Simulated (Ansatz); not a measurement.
`BrBB1C=C1` + `C=C` → `BB1C=C1` + `C=CBr` at 298.15 K and 1 bar (formal exchange of groups at a B–Br bond).

Isolated molecules relaxed with PBE0-D4/def2-TZVP in Ansatz; ΔE leaves out vibrations. CBS: MP2 limit from def2 TZ/QZ plus the TZ coupled-cluster correction, frozen cores. This one scheme is used for every species. For Br outer-core shells are correlated without core-valence functions, which leaves a few kJ/mol of doubt a bond. Scalar relativity is left out up to krypton. Each species was taken in one conformer, which may not be the lowest.

| species | CCSD(T)/CBS energy (Eh) | H − E (kJ/mol) | S (J/(mol·K)) |
| --- | --- | --- | --- |
| `BrBB1C=C1` | -2700.77914 | 142.2 | 330.9 |
| `C=C` | -78.48111 | 144.6 | 218.9 |
| `BB1C=C1` | -128.00789 | 156.6 | 277.6 |
| `C=CBr` | -2651.19815 | 122.9 | 275.0 |

H − E and S are ideal-gas, rigid-rotor, harmonic terms from PBE0-D4/def2-TZVP, for one conformer and one mirror image of each species. 1 Eh = 2625.50 kJ/mol, R = 8.31446 J/(mol·K).

Q: By hand: ΔE, ΔH, ΔS and ΔG.

A: ΔE = (-128.00789) + (-2651.19815) − (-2700.77914) − (-78.48111) = 0.05421 Eh = 142.3 kJ/mol. Δ(H − E) = 156.6 + 122.9 − 142.2 − 144.6 = -7.3, so ΔH = 135.0 kJ/mol. ΔS = 277.6 + 275.0 − 330.9 − 218.9 = 2.8 J/(mol·K). ΔG = 135.0 − 298.15 × (2.8)/1000 = 134.2 kJ/mol.

Q: By hand: the equilibrium constant, and the temperature at which ΔG would vanish if ΔH and ΔS stayed fixed.

A: log₁₀ K = −ΔG/(RT ln 10) = -23.5. ΔG = 0 at ΔH/ΔS = 48214 K, far beyond where these terms or the molecules hold.

The number of gas molecules stays the same, so ΔS is small and ΔH decides. A doubt of 5 kJ/mol in ΔE shifts log₁₀ K by 0.9 here. Other conformers and mirror images would add mixing entropy, several J/(mol·K) or more a flexible species. These are equilibria of isolated gas molecules and say nothing of rates. Largest T1 diagnostic: 0.013 (customary marks: 0.02 for closed shells, 0.045 for open ones).
